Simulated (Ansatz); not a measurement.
Reactions of CH$_{9}$GaSi$_{2}$ (`[SiH3]C[SiH2][GaH2]`).

Calculated with Ansatz (gas phase, PBE0-D4/def2-TZVP geometries, no zero-point term in ΔE). CCSD(T)/CBS adds triple-zeta CCSD(T) − MP2 to the extrapolated MP2 energy (def2 sets, frozen cores). This one scheme is used for every species. DFT in def2-TZVPP. Triplets are unrestricted, without spin–orbit coupling. Elements past krypton have def2 core potentials. For Ga, Se, Te outer-core shells are correlated without core-valence functions, which leaves a few kJ/mol of doubt a bond. Scalar relativity is left out up to krypton. Each species was taken in one conformer, which may not be the lowest.

```json
{"reaction": "`[SiH3]C[SiH2][GaH2]` + H₂Se → `[SiH3]C[SiH2][SeH]` + `[GaH3]`", "r2SCAN-D4 (kcal/mol)": "-9.1", "PBE0-D4 (kcal/mol)": "-8.6", "MP2/CBS(def2) (kcal/mol)": "-12.2", "PBE-D4 (kcal/mol)": "-7.0", "CCSD(T)/CBS(def2) (kcal/mol)": "-10.1"}
{"reaction": "`[SiH3]C[SiH2][GaH2]` + H₂Te → `[SiH3]C[SiH2][TeH]` + `[GaH3]`", "r2SCAN-D4 (kcal/mol)": "-8.5", "PBE0-D4 (kcal/mol)": "-8.5", "MP2/CBS(def2) (kcal/mol)": "-12.9", "PBE-D4 (kcal/mol)": "-7.1", "CCSD(T)/CBS(def2) (kcal/mol)": "-10.0"}
{"reaction": "`[SiH3]C[SiH2][GaH2]` + PH₃ → `P[SiH2][GaH2]` + `C[SiH3]`", "r2SCAN-D4 (kcal/mol)": "-4.1", "PBE0-D4 (kcal/mol)": "-4.4", "MP2/CBS(def2) (kcal/mol)": "-3.3", "PBE-D4 (kcal/mol)": "-4.4", "CCSD(T)/CBS(def2) (kcal/mol)": "-3.5"}
{"reaction": "`[SiH3]C[SiH2][GaH2]` + `O[SiH3]` → `[SiH3]O[SiH2][GaH2]` + `C[SiH3]`", "r2SCAN-D4 (kcal/mol)": "-21.5", "PBE0-D4 (kcal/mol)": "-19.6", "MP2/CBS(def2) (kcal/mol)": "-21.1", "PBE-D4 (kcal/mol)": "-18.9", "CCSD(T)/CBS(def2) (kcal/mol)": "-21.4"}
{"reaction": "`[SiH3]C[SiH2][GaH2]` + `OC(F)[SiH3]` → `FC([SiH3])O[SiH3]` + `C[SiH2][GaH2]`", "r2SCAN-D4 (kcal/mol)": "-15.9", "PBE0-D4 (kcal/mol)": "-14.1", "MP2/CBS(def2) (kcal/mol)": "-16.4", "PBE-D4 (kcal/mol)": "-13.1", "CCSD(T)/CBS(def2) (kcal/mol)": "-16.5"}
{"reaction": "`[SiH3]C[SiH2][GaH2]` + H–F → `FC[SiH2][GaH2]` + SiH₄", "r2SCAN-D4 (kcal/mol)": "26.6", "PBE0-D4 (kcal/mol)": "28.9", "MP2/CBS(def2) (kcal/mol)": "33.4", "PBE-D4 (kcal/mol)": "27.2", "CCSD(T)/CBS(def2) (kcal/mol)": "29.7"}
{"reaction": "`[SiH3]C[SiH2][GaH2]` → `[CH2]` (triplet) + `[SiH3][SiH2][GaH2]`", "r2SCAN-D4 (kcal/mol)": "106.9", "PBE0-D4 (kcal/mol)": "110.6", "MP2/CBS(def2) (kcal/mol)": "118.1", "PBE-D4 (kcal/mol)": "112.2", "CCSD(T)/CBS(def2) (kcal/mol)": "113.0"}
```

Largest T1 diagnostic: 0.014, for `P[SiH2][GaH2]`.
